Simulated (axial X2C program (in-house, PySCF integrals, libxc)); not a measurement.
# Low determinants of ScS⁻ at the PBE0 level, two-component

Computed with an axial X2C code built on PySCF integrals. Two-component (2c) means X2C with spin–orbit coupling and atomic mean-field two-electron Coulomb and Gaunt terms. Basis: Sc dyall-acv3z [11s12p8d5f2g], S dyall-av3z [9s8p3d2f] (cores contracted in-house); Gaussian nuclei, density fitting, unrestricted open shells. Masses: Sc 44.956 u, S 31.972 u.

Search at 2.177 Å (vertical energies from the lowest determinant):

```csv
ΔE (eV),state,electrons beyond evenly filled partner blocks,"electrons in ±ω = 1/2, 3/2, 5/2, 7/2"
0.00,Ω = 0,none,30 8 0 0
0.76,Ω = 2,"ω = 1/2, ω = 3/2",29 9 0 0
0.85,Ω = 1,2 × ω = 1/2,30 8 0 0
0.91,Ω = 1,"ω = -1/2, ω = 3/2",29 9 0 0
0.92,Ω = 3,"ω = 1/2, ω = 5/2",29 8 1 0
1.12,Ω = 2,"ω = -1/2, ω = 5/2",29 8 1 0
2.24,Ω = 4,"ω = 3/2, ω = 5/2",28 9 1 0
```

Lowest determinant, Ω = 0 (closed shell): Re = 2.175 Å, ωe = 535.8 cm⁻¹.

The determinant in row 2 of the search, Ω = 2 (⟨Sz⟩ = 1.00, ⟨Lz⟩ = 1.00 at PBE0), was followed along the bond at PBE0; measured from the minimum of the lowest determinant it gives:

Te = 0.749 eV (6044 cm⁻¹), Re = 2.210 Å, ωe = 473.6 cm⁻¹.

Q: Compare the bond of the determinant in row 2 with that of the lowest one.

A: At PBE0 its Re is 0.035 Å longer and its force constant, which goes as ωe², is 0.78 times that of the lowest determinant. T0 ≈ Te + Δωe/2 = 6044 + (-31) = 6013 cm⁻¹.

The search compares states at one distance, so a state with another bond length can lie lower; it is not exhaustive and yields mostly the lowest determinant of each block pattern, so other components and higher states of one pattern are missing. These are energies of single determinants, not of spin-adapted states; PBE0 term energies can be off by some tenths of an eV, and the functional has no current term. Open-shell Ω = 0 determinants with evenly filled partner blocks cannot be reached by this program, so the Ω shown need not be the lowest component. For an anion, determinants above electron detachment are held by the basis set. The highest occupied level of some functionals is positive through self-interaction error; at Hartree–Fock it is bound. Row 2 has a positive highest level at its minimum.
